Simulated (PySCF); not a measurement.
Job file and geometry (Å, from GFN2-xTB) of an NMR shielding run on SMILES CCc1cc[p-]c1[SiH3], [C6H10PSi]-, GIAO PBE0/pcSseg-1 NMR shielding, non-relativistic, gas phase in PySCF; density fitting, a coarse starting grid and PySCF grid level 2 are the driver's defaults:

```
$ OMP_NUM_THREADS=1 python probes_run.py task.json out

{"job": {"kind": "nmr", "xc": "PBE0", "basis": "pcSseg-1"}, "charge": -1, "multiplicity": 1}
C     -1.225613    -1.781929    -0.178544
C     -0.926673    -0.653140     0.810943
C     -0.355449     0.548298     0.114032
C     -1.146804     1.579801    -0.392683
C     -0.415919     2.563488    -1.030848
P      1.291616     2.241729    -1.028153
C      1.004993     0.735898    -0.136173
Si     2.371330    -0.399072     0.371705
H     -1.652892    -2.651866     0.325421
H     -0.307546    -2.084159    -0.677810
H     -1.929080    -1.438365    -0.935739
H     -0.222110    -1.020313     1.563378
H     -1.855283    -0.374039     1.323127
H     -2.227138     1.611172    -0.290252
H     -0.844557     3.448843    -1.483520
H      3.710351     0.133390     0.083194
H      2.380570    -0.715403     1.823535
H      2.341447    -1.738020    -0.273269
```

**Question.** What does the program print?

**Answer.** 
```
coarse grid: 15968 points
cycle   1  E = -864.7792395952  dE =  9.852e-01  |g| = 6.050e-01  |ddm| = 4.114e+00
cycle   2  E = -864.6566586125  dE =  1.226e-01  |g| = 9.031e-01  |ddm| = 2.329e+00
cycle   3  E = -864.8873560383  dE = -2.307e-01  |g| = 1.328e-01  |ddm| = 1.563e+00
cycle   4  E = -864.8920735930  dE = -4.718e-03  |g| = 5.382e-02  |ddm| = 2.782e-01
cycle   5  E = -864.8927937574  dE = -7.202e-04  |g| = 1.856e-02  |ddm| = 7.916e-02
cycle   6  E = -864.8928776142  dE = -8.386e-05  |g| = 5.570e-03  |ddm| = 2.446e-02
cycle   7  E = -864.8928848838  dE = -7.270e-06  |g| = 1.639e-03  |ddm| = 7.048e-03
final grid: 144824 points
cycle   8  E = -864.9414117934  dE = -2.818e-05  |g| = 9.141e-03  |ddm| = 3.712e-02
cycle   9  E = -864.9413704641  dE =  4.133e-05  |g| = 1.499e-02  |ddm| = 2.845e-02
cycle  10  E = -864.9414337770  dE = -6.331e-05  |g| = 1.998e-03  |ddm| = 2.091e-02
cycle  11  E = -864.9414348819  dE = -1.105e-06  |g| = 3.158e-04  |ddm| = 2.651e-03
cycle  12  E = -864.9414349022  dE = -2.030e-08  |g| = 1.563e-04  |ddm| = 5.723e-04
cycle  13  E = -864.9414349086  dE = -6.447e-09  |g| = 4.241e-05  |ddm| = 2.218e-04
cycle  14  E = -864.9414349090  dE = -3.879e-10  |g| = 2.043e-05  |ddm| = 6.521e-05
converged SCF energy = -864.9414349090

GIAO shielding tensors (ppm)
atom      isotropic    diamagn.    paramagn.     s11        s22        s33       span
  0 C      164.505     247.593     -83.088    150.535    157.647    185.333     34.798
  1 C      154.688     245.490     -90.802    145.304    147.964    170.796     25.491
  2 C       43.031     255.316    -212.285    -31.593     17.308    143.379    174.972
  3 C       64.856     251.117    -186.261    -11.806     69.368    137.006    148.812
  4 C       45.139     262.689    -217.551    -82.628     62.753    155.292    237.920
  5 P      177.005     969.183    -792.178     72.141    107.638    351.236    279.094
  6 C       72.669     259.787    -187.118    -30.790     81.737    167.060    197.850
  7 Si     443.116     880.682    -437.566    396.287    436.035    497.026    100.739
  8 H       30.817      29.814       1.003     26.794     27.296     38.362     11.568
  9 H       30.259      31.409      -1.150     25.257     31.212     34.308      9.051
 10 H       30.777      31.054      -0.277     26.324     30.269     35.737      9.413
 11 H       28.874      32.278      -3.404     24.402     29.502     32.717      8.315
 12 H       28.902      31.587      -2.685     24.037     28.387     34.281     10.244
 13 H       24.896      34.091      -9.195     21.735     25.732     27.221      5.486
 14 H       24.546      32.111      -7.565     22.886     23.563     27.189      4.303
 15 H       27.446      29.519      -2.073     23.417     26.579     32.342      8.925
 16 H       27.007      30.023      -3.015     23.416     25.230     32.376      8.961
 17 H       26.945      30.008      -3.063     23.069     25.582     32.185      9.117
```

**Question.** Turn these shieldings into chemical shifts. Scale: 13C (σref 186.93) and 29Si (σref 349.16) and 1H (σref 31.72) vs TMS; 31P (σref 318.38) against H3PO4 (reference shieldings calculated alike).

**Answer.** Averaging equivalent atoms: C 2: 143.9; C 4: 141.8; C 3: 122.1; C 6: 114.3; C 1: 32.2; C 0: 22.4; P 5: 141.4; Si 7: -94.0; H 14: 7.17; H 13: 6.82; H 15/16/17: 4.58; H 11/12: 2.83; H 8/9/10: 1.10 ppm. Experimental scales use liquid or dissolved standards, which lie at an offset from isolated H3PO4.

Size and cost of the density-fitted run: 200 basis functions, 35 s wall time on 1 thread of an Arm Neoverse V1, shared host; peak memory 0.91 GiB.
